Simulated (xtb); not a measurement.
A run for xtb: GFN1-xTB on BH3O3 (SMILES OB(O)O), a point of a torsion scan.

```
$ xtb mol.xyz --gfn 1 --sp --chrg 0 --uhf 0
7

O     -1.24214276    -0.85561098     0.26290159
B     -0.20297592     0.00983258     0.10636268
O     -0.34984439     1.29477325     0.53768933
O      0.96867857    -0.48256047    -0.37613723
H     -1.96373260    -0.82712226    -0.35572004
H      0.41741520     1.86474283     0.51021271
H      1.73536421     0.08887123    -0.35765801
```

Output:

```
[...]
           -------------------------------------------------
          |                Calculation Setup                |
           -------------------------------------------------



           -------------------------------------------------
          |                 G F N 1 - x T B                 |
           -------------------------------------------------

        Reference                      10.1021/acs.jctc.7b00118
      * Hamiltonian:
        H0-scaling (s, p, d)           1.850000    2.250000    2.000000
        zeta-weighting                 0.000000
      * Dispersion:
        s8                             2.400000
        a1                             0.630000
        a2                             5.000000
        s9                             0.000000
      * Repulsion:
        kExp                           1.500000
        rExp                           1.000000
      * Coulomb:
        alpha                          2.000000
        third order                    atomic
        anisotropic                    false
      * Halogen bond correction:
        rad-scale                      1.300000
        damping                        0.440000


          ...................................................
          :                      SETUP                      :
          :.................................................:
          :  # basis functions                  22          :
          :  # atomic orbitals                  22          :
          :  # shells                           14          :
          :  # electrons                        24          :
          :  # halogen bonds                     0          :
          :  max. iterations                   250          :
          :  Hamiltonian                  GFN1-xTB          :
          :  restarted?                      false          :
          :  GBSA solvation                  false          :
          :  PC potential                    false          :
          :  electronic temp.          300.0000000     K    :
          :  accuracy                    1.0000000          :
          :  -> integral cutoff          0.2500000E+02      :
          :  -> integral neglect         0.1000000E-07      :
          :  -> SCF convergence          0.1000000E-05 Eh   :
          :  -> wf. convergence          0.2000000E-04 e    :
          :  Broyden damping             0.4000000          :
          :  net charge                          0          :
          :  unpaired electrons                  0          :
          ...................................................

 iter      E             dE          RMSdq      gap      omega  full diag
   1    -17.2334177 -0.172334E+02  0.835E+00   10.79       0.0  T
   2    -17.3674999 -0.134082E+00  0.436E+00    9.63       1.0  T
   3    -17.3684750 -0.975098E-03  0.163E+00    9.03       1.0  T
   4    -17.3688669 -0.391878E-03  0.298E-01    9.33       1.0  T
   5    -17.3694952 -0.628255E-03  0.139E-01    9.19       1.0  T
   6    -17.3696203 -0.125126E-03  0.473E-02    9.29       1.0  T
   7    -17.3696391 -0.188291E-04  0.123E-03    9.27      30.6  T
   8    -17.3696391 -0.409041E-08  0.100E-03    9.26      37.7  T
   9    -17.3696391 -0.753542E-08  0.226E-04    9.26     167.1  T
  10    -17.3696391 -0.348621E-09  0.820E-05    9.26     460.8  T
  11    -17.3696391 -0.525766E-10  0.696E-08    9.26  100000.0  T

   *** convergence criteria satisfied after 11 iterations ***

         #    Occupation            Energy/Eh            Energy/eV
      -------------------------------------------------------------
         1        2.0000           -0.7779911             -21.1702
       ...           ...                  ...                  ...
         6        2.0000           -0.6005777             -16.3426
         7        2.0000           -0.5781073             -15.7311
         8        2.0000           -0.5546998             -15.0941
         9        2.0000           -0.5175114             -14.0822
        10        2.0000           -0.5143538             -13.9963
        11        2.0000           -0.5109405             -13.9034
        12        2.0000           -0.4862369             -13.2312 (HOMO)
        13                         -0.1457810              -3.9669 (LUMO)
        14                         -0.1411855              -3.8419
        15                         -0.0985723              -2.6823
        16                         -0.0858292              -2.3355
        17                          0.2464521               6.7063
       ...                                ...                  ...
        22                          0.6696416              18.2219
      -------------------------------------------------------------
                  HL-Gap            0.3404559 Eh            9.2643 eV
             Fermi-level           -0.3160089 Eh           -8.5990 eV

 SCC (total)                   0 d,  0 h,  0 min,  0.004 sec
 SCC setup                      ...        0 min,  0.000 sec (  1.430%)
 Dispersion                     ...        0 min,  0.000 sec (  0.557%)
 classical contributions        ...        0 min,  0.000 sec (  0.392%)
 integral evaluation            ...        0 min,  0.001 sec ( 21.548%)
 iterations                     ...        0 min,  0.001 sec ( 34.709%)
 molecular gradient             ...        0 min,  0.002 sec ( 39.230%)
 printout                       ...        0 min,  0.000 sec (  1.945%)

         :::::::::::::::::::::::::::::::::::::::::::::::::::::
         ::                     SUMMARY                     ::
         :::::::::::::::::::::::::::::::::::::::::::::::::::::
         :: total energy             -17.252392261852 Eh    ::
         :: gradient norm              0.022122170877 Eh/a0 ::
         :: HOMO-LUMO gap              9.264275520781 eV    ::
         ::.................................................::
         :: SCC energy               -17.369639127060 Eh    ::
         :: -> electrostatic           0.130658923586 Eh    ::
         :: repulsion energy           0.118492501304 Eh    ::
         :: dispersion energy         -0.001245636096 Eh    ::
         :: halogen bond corr.         0.000000000000 Eh    ::
         :: add. restraining           0.000000000000 Eh    ::
         :: total charge               0.000000000000 e     ::
         :::::::::::::::::::::::::::::::::::::::::::::::::::::

           -------------------------------------------------
          |                Property Printout                |
           -------------------------------------------------

    * Orbital Energies and Occupations

         #    Occupation            Energy/Eh            Energy/eV
      -------------------------------------------------------------
         1        2.0000           -0.7779911             -21.1702
         2        2.0000           -0.7746815             -21.0802
         3        2.0000           -0.7596007             -20.6698
         4        2.0000           -0.6595408             -17.9470
         5        2.0000           -0.6325735             -17.2132
         6        2.0000           -0.6005777             -16.3426
         7        2.0000           -0.5781073             -15.7311
         8        2.0000           -0.5546998             -15.0941
         9        2.0000           -0.5175114             -14.0822
        10        2.0000           -0.5143538             -13.9963
        11        2.0000           -0.5109405             -13.9034
        12        2.0000           -0.4862369             -13.2312 (HOMO)
        13                         -0.1457810              -3.9669 (LUMO)
        14                         -0.1411855              -3.8419
        15                         -0.0985723              -2.6823
Note: The following floating-point exceptions are signalling: IEEE_DENORMAL
normal termination of xtb
        16                         -0.0858292              -2.3355
        17                          0.2464521               6.7063
        18                          0.3460991               9.4178
        19                          0.3643848               9.9154
        20                          0.4348082              11.8317
        21                          0.6277581              17.0822
        22                          0.6696416              18.2219
      -------------------------------------------------------------
                  HL-Gap            0.3404559 Eh            9.2643 eV
             Fermi-level           -0.3160089 Eh           -8.5990 eV

  Mulliken/CM5 charges         n(s)   n(p)   n(d)
     1O    -0.59368 -0.73536   1.645  4.949  0.000
     2B     0.72257  0.58991   0.712  1.565  0.000
     3O    -0.58633 -0.72941   1.672  4.915  0.000
     4O    -0.57956 -0.72177   1.669  4.910  0.000
     5H     0.35638  0.54368   0.644  0.000  0.000
     6H     0.34048  0.52663   0.660  0.000  0.000
     7H     0.34014  0.52631   0.660  0.000  0.000

Wiberg/Mayer (AO) data.
largest (>0.10) Wiberg bond orders for each atom

 ---------------------------------------------------------------------------
     #   Z sym  total        # sym  WBO       # sym  WBO       # sym  WBO
 ---------------------------------------------------------------------------
     1   8 O    1.979 --     2 B    1.045     5 H    0.851
     2   5 B    3.220 --     4 O    1.082     3 O    1.073     1 O    1.045
     3   8 O    2.045 --     2 B    1.073     6 H    0.874
     4   8 O    2.053 --     2 B    1.082     7 H    0.874
     5   1 H    0.878 --     1 O    0.851
     6   1 H    0.893 --     3 O    0.874
     7   1 H    0.893 --     4 O    0.874
 ---------------------------------------------------------------------------

Topologies differ in total number of bonds
Writing topology from bond orders to xtbtopo.mol

 dipole moment from electron density (au)
     X       Y       Z
   0.7917   1.1693  -0.6790  total (Debye):    3.983


           -------------------------------------------------
          | TOTAL ENERGY              -17.252392261852 Eh   |
          | GRADIENT NORM               0.022122170877 Eh/α |
          | HOMO-LUMO GAP               9.264275520781 eV   |
           -------------------------------------------------

------------------------------------------------------------------------
------------------------------------------------------------------------
 total:
 SCF:
```

The run finished.

Cost: roughly 0.020 core-seconds.
